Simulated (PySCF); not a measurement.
A side-by-side comparison of computed properties.

First species: C8H11FSi.
SMILES: `F[C@@H]1CC[C@H]1C1=CC=C[SiH2]1`

Second species: C5H7Cl2FSi.
Atom-mapped SMILES: `[CH3:1][C:2]#[C:3][Si@@H:4]([CH2:5][Cl:6])[C@H:7]([F:8])[Cl:9]` (hydrogens: H10, H11, H12 on C1; H13 on Si4; H14, H15 on C5; H16 on C7)

Cartesian coordinates in Å at the GFN2-xTB level; atoms count from 1:
```
atom  x, y, z in Å
C1     3.2623    0.7100   -0.6694
C2     1.8603    0.3968   -0.5656
C3     0.6837    0.1484   -0.4593
Si4   -1.1115   -0.2263   -0.3753
C5    -1.4316   -1.9015    0.4903
Cl6   -0.7411   -3.2134   -0.5059
C7    -1.8558    1.1357    0.7853
F8    -3.1682    0.8770    1.0657
Cl9   -1.7618    2.7104   -0.0446
H10    3.4044    1.5262   -1.3770
H11    3.6471    1.0124    0.3040
H12    3.8147   -0.1627   -1.0153
H13   -1.8045   -0.1700   -1.6594
H14   -0.9597   -1.9767    1.4680
H15   -2.4921   -2.1196    0.6010
H16   -1.3538    1.2623    1.7486
```

Levels: PBE0/pcSseg-1 for dipole moment, HOMO energy, LUMO energy and HOMO–LUMO gap; GFN2-xTB for rotational constant A and rotational constant C. Geometries: GFN2-xTB. Each species is one conformer at its optimised geometry, gas phase, non-relativistic unless stated. Electronic properties by PySCF.

The conformers computed, where there is a choice (atom-mapped SMILES and torsion angles):
- `[F:1][C@@H:2]1[CH2:3][CH2:4][C@H:5]1[C:6]1=[CH:7][CH:8]=[CH:9][SiH2:10]1`: C4–C5–C6–C7 -27°
- `[CH3:1][C:2]#[C:3][Si@@H:4]([CH2:5][Cl:6])[C@H:7]([F:8])[Cl:9]`: C3–Si4–C5–Cl6 -65°, C3–Si4–C7–F8 -173°

| property | column X | column Y |
| --- | --- | --- |
| dipole moment | 1.71 D | 2.94 D |
| HOMO energy | -6.48 eV | -7.85 eV |
| LUMO energy | -1.46 eV | -0.33 eV |
| HOMO–LUMO gap | 5.02 eV | 7.52 eV |
| rotational constant A | 2.230 GHz | 0.902 GHz |
| rotational constant C | 0.590 GHz | 0.394 GHz |

Q: Which column belongs to which species?

A: Column X is the first species and column Y the second. The first has 21 atoms and 82 electrons, the second 16 and 94.

Q: How does each property change from the first species to the second?

A: dipole moment +1.23 D; HOMO energy -1.37 eV; LUMO energy +1.13 eV; HOMO–LUMO gap +2.50 eV; rotational constant A -1.328 GHz; rotational constant C -0.196 GHz.

On the first: A dipole of 1.71 D is allowed in C1, and pure rotational transitions are dipole-allowed. The dipole matches unit charges of opposite sign 0.36 Å apart (1 e·Å = 4.8032 D).

On the second: A dipole of 2.94 D is allowed in C1, and pure rotational transitions are dipole-allowed. The dipole equals about 9.8 × 10⁻³⁰ C·m (1 D = 3.33564 × 10⁻³⁰ C·m).
